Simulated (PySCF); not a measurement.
C$_{4}$H$_{12}$Ge, charge +1, doublet, geometry from GFN2-xTB (a state made from the parent by changing its charge; the spin is typed, not shown lowest); PySCF with HF/STO-3G.

PySCF was given this input:
```python
from pyscf import gto, scf

mol = gto.Mole()
mol.atom = '''
    C    -0.48205252   -0.96009797   -1.71425244
    Ge   -0.00000000   -0.00000000    0.00000000
    C     0.13979984    1.92665059   -0.60108043
    C    -1.38582476   -0.69750621    1.29838323
    C     1.72807744   -0.26904641    1.01694964
    H    -1.45657332   -0.64326760   -2.07542220
    H    -0.49790885   -2.02649429   -1.50552665
    H     0.27774436   -0.72083335   -2.45355596
    H     0.31669866    2.53824831    0.27964314
    H    -0.79965512    2.19475665   -1.07716035
    H     0.95675581    2.05479757   -1.30583369
    H    -2.36690453   -0.51581762    0.86769691
    H    -1.25368661   -1.76188944    1.47200266
    H    -1.26648825   -0.15660439    2.23341937
    H     1.78839900   -1.31731892    1.29729694
    H     2.54811473    0.00406360    0.35818660
    H     1.75350412    0.35035948    1.90925323
'''
mol.basis = 'sto-3g'
mol.charge = 1
mol.spin = 1
mol.verbose = 4
mol.build()

mf = scf.UHF(mol)
mf.kernel()
```

The log (banner, timings and long lists left out):

```
PySCF version 2.14.0

[INPUT] verbose = 4
[INPUT] num. atoms = 17
[INPUT] num. electrons = 67
[INPUT] charge = 1
[INPUT] spin (= nelec alpha-beta = 2S) = 1
[INPUT] symmetry False subgroup None
[INPUT] Mole.unit = angstrom
[INPUT] Symbol           X                Y                Z      unit          X                Y                Z       unit  Magmom
[INPUT]  1 C     -0.482052520000  -0.960097970000  -1.714252440000 AA   -0.910947240456  -1.814322216051  -3.239467619967 Bohr   0.0
[INPUT]  2 Ge     0.000000000000   0.000000000000   0.000000000000 AA    0.000000000000   0.000000000000   0.000000000000 Bohr   0.0
[INPUT]  3 C      0.139799840000   1.926650590000  -0.601080430000 AA    0.264183409858   3.640841952832  -1.135877391536 Bohr   0.0
[INPUT]  4 C     -1.385824760000  -0.697506210000   1.298383230000 AA   -2.618829253041  -1.318095707083   2.453588709428 Bohr   0.0
[INPUT]  5 C      1.728077440000  -0.269046410000   1.016949640000 AA    3.265593083640  -0.508424029697   1.921756302075 Bohr   0.0
[INPUT]  6 H     -1.456573320000  -0.643267600000  -2.075422200000 AA   -2.752524655148  -1.215599588806  -3.921979550842 Bohr   0.0
[INPUT]  7 H     -0.497908850000  -2.026494290000  -1.505526650000 AA   -0.940911361497  -3.829519201095  -2.845033041734 Bohr   0.0
[INPUT]  8 H      0.277744360000  -0.720833350000  -2.453555960000 AA    0.524860773043  -1.362177612953  -4.636548795694 Bohr   0.0
[INPUT]  9 H      0.316698660000   2.538248310000   0.279643140000 AA    0.598473731417   4.796594142040   0.528448947213 Bohr   0.0
[INPUT] 10 H     -0.799655120000   2.194756650000  -1.077160350000 AA   -1.511129170906   4.147488978568  -2.035538053741 Bohr   0.0
[INPUT] 11 H      0.956755810000   2.054797570000  -1.305833690000 AA    1.808006448986   3.883004648722  -2.467668038330 Bohr   0.0
[INPUT] 12 H     -2.366904530000  -0.515817620000   0.867696910000 AA   -4.472801324692  -0.974754032025   1.639709519031 Bohr   0.0
[INPUT] 13 H     -1.253686610000  -1.761889440000   1.472002660000 AA   -2.369124338934  -3.329488503363   2.781681882031 Bohr   0.0
[INPUT] 14 H     -1.266488250000  -0.156604390000   2.233419370000 AA   -2.393315932480  -0.295939407005   4.220550930599 Bohr   0.0
[INPUT] 15 H      1.788399000000  -1.317318920000   1.297296940000 AA    3.379584311446  -2.489371977508   2.451535918836 Bohr   0.0
[INPUT] 16 H      2.548114730000   0.004063600000   0.358186600000 AA    4.815238973670   0.007679091080   0.676874575489 Bohr   0.0
[INPUT] 17 H      1.753504120000   0.350359480000   1.909253230000 AA    3.313642545096   0.662083462345   3.607965707141 Bohr   0.0

nuclear repulsion = 391.139159331376
number of shells = 32
number of NR pGTOs = 150
number of NR cGTOs = 50
basis = sto-3g
ecp = {}

******** <class 'pyscf.scf.uhf.UHF'> ********
method = UHF
initial guess = minao
damping factor = 0
level_shift factor = 0
DIIS = <class 'pyscf.scf.diis.CDIIS'>
diis_start_cycle = 1
diis_space = 8
diis_damp = 0
SCF conv_tol = 1e-09
SCF conv_tol_grad = None
SCF max_cycles = 50
direct_scf = True
direct_scf_tol = 1e-13
number electrons alpha = 34  beta = 33
Set gradient conv threshold to 3.16228e-05
init E= -2205.73815088037

cycle= 1 E= -2208.05827931087  delta_E= -2.32  |g|= 0.289  |ddm|= 3.13
cycle= 2 E= -2208.12998907139  delta_E= -0.0717  |g|= 0.0591  |ddm|= 0.525
cycle= 3 E= -2208.13381052835  delta_E= -0.00382  |g|= 0.0236  |ddm|= 0.107
cycle= 4 E= -2208.13489435738  delta_E= -0.00108  |g|= 0.0122  |ddm|= 0.0608
cycle= 5 E= -2208.13526603271  delta_E= -0.000372  |g|= 0.0058  |ddm|= 0.0432
cycle= 6 E= -2208.13536527032  delta_E= -9.92e-05  |g|= 0.00138  |ddm|= 0.0329
cycle= 7 E= -2208.13536990942  delta_E= -4.64e-06  |g|= 0.000423  |ddm|= 0.00527
cycle= 8 E= -2208.13537032468  delta_E= -4.15e-07  |g|= 0.000101  |ddm|= 0.00165
cycle= 9 E= -2208.13537034574  delta_E= -2.11e-08  |g|= 2e-05  |ddm|= 0.000369
cycle= 10 E= -2208.13537034661  delta_E= -8.77e-10  |g|= 6.52e-06  |ddm|= 6.23e-05
Extra cycle  E= -2208.13537034669  delta_E= -7.55e-11  |g|= 3.78e-06  |ddm|= 1.28e-05
converged SCF energy = -2208.13537034669  <S^2> = 0.78391181  2S+1 = 2.0336291
```
